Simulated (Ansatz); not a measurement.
Geometry optimisation, DFT LDA, scalar-relativistic, plane waves, PAW in Ansatz 0.2.0.

The input (input.yaml):

```yaml
crystal:
  lattice:
    - [7.398, 0.0, 0.0]
    - [-3.699, 6.406856, 0.0]
    - [0.0, 0.0, 11.0]
  atoms:
    - { symbol: C, position: [0.0, 0.0, 0.0909091] }
    - { symbol: C, position: [0.2222222, 0.1111111, 0.0909091] }
    - { symbol: C, position: [0.0, 0.3333333, 0.0909091] }
    - { symbol: C, position: [0.2222222, 0.4444444, 0.0909091] }
    - { symbol: C, position: [0.0, 0.6666667, 0.0909091] }
    - { symbol: C, position: [0.2222222, 0.7777778, 0.0909091] }
    - { symbol: C, position: [0.3333333, 0.0, 0.0909091] }
    - { symbol: C, position: [0.5555556, 0.1111111, 0.0909091] }
    - { symbol: C, position: [0.3333333, 0.3333333, 0.0909091] }
    - { symbol: C, position: [0.5555556, 0.4444444, 0.0909091] }
    - { symbol: C, position: [0.3333333, 0.6666667, 0.0909091] }
    - { symbol: C, position: [0.5555556, 0.7777778, 0.0909091] }
    - { symbol: C, position: [0.6666667, 0.0, 0.0909091] }
    - { symbol: C, position: [0.8888889, 0.1111111, 0.0909091] }
    - { symbol: C, position: [0.6666667, 0.3333333, 0.0909091] }
    - { symbol: C, position: [0.8888889, 0.4444444, 0.0909091] }
    - { symbol: C, position: [0.6666667, 0.6666667, 0.0909091] }
    - { symbol: C, position: [0.8888889, 0.7777778, 0.0909091] }
    - { symbol: F, position: [0.015043, 0.5299763, 0.1881818], spin: 1.0 }
magnetization:
  spin_polarized: true
basis:
  ecutwfc: 420.0
kpoints:
  mp_grid: { grid: [2, 2, 1] }
hamiltonian:
  xc: lda
scf:
  occupations: { method: fermi_dirac, width: 0.05 }
  lower_state_search: "off"
relax:
  f_tol: 0.03
  max_steps: 60
  adjacent_minimum: "off"
```

Run as:

```bash
$ ansatz run input.yaml --threads 2 --pin off --max-ram 5120MiB --backend cpu --events-out ev --progress --plain --runs-dir out
```

Problem. Where does it end, and by what steps?

Solution. It converged. Limits of this set-up: coarse k mesh, slab without dipole correction. After 10 steps the energy has fallen by 6.243 eV; F19 moved furthest, 1.09 Å. The start is strongly strained (largest force component 17 eV/Å), so its close contacts needn't be bonds. Parted: C5–F19 (1.51 → 2.33 Å).

```csv
step,energy less start (eV),largest force component (eV/Å),accepted
0,0.0000,16.784,yes
1,-2.9338,10.196,yes
2,-4.6856,5.145,yes
3,-5.5319,1.868,yes
4,-5.9076,0.624,yes
5,-6.1300,0.632,yes
6,-6.2296,0.409,yes
7,-6.2423,0.130,yes
8,-6.2419,0.142,no
9,-6.2431,0.041,yes
10,-6.2432,0.003,yes
```

```xyz
19
Lattice="7.3980 0.0000 0.0000 -3.6990 6.4069 0.0000 0.0000 0.0000 11.0000" Properties=species:S:1:pos:R:3
C 0.033 0.029 0.896
C 1.265 0.741 0.894
C -1.187 2.156 0.990
C 0.029 2.874 0.932
C -2.434 4.316 0.990
C -1.204 5.010 0.932
C 2.497 0.029 0.896
C 3.731 0.745 0.932
C 1.265 2.163 0.896
C 2.502 2.874 0.932
C 0.035 4.302 0.946
C 1.265 5.012 0.942
C 4.964 0.025 0.946
C 6.198 0.745 0.932
C 3.718 2.156 0.990
C 4.964 2.876 1.322
C 2.496 4.302 0.946
C 3.735 5.010 0.932
F -2.433 2.876 2.822
```

Whether the end is a true minimum wasn't checked by a vibrational analysis.

The run took 74 s on 2 threads of Intel(R) Xeon(R) Platinum 8488C (Sapphire Rapids), with other jobs on the host, peak memory 0.86 GiB.
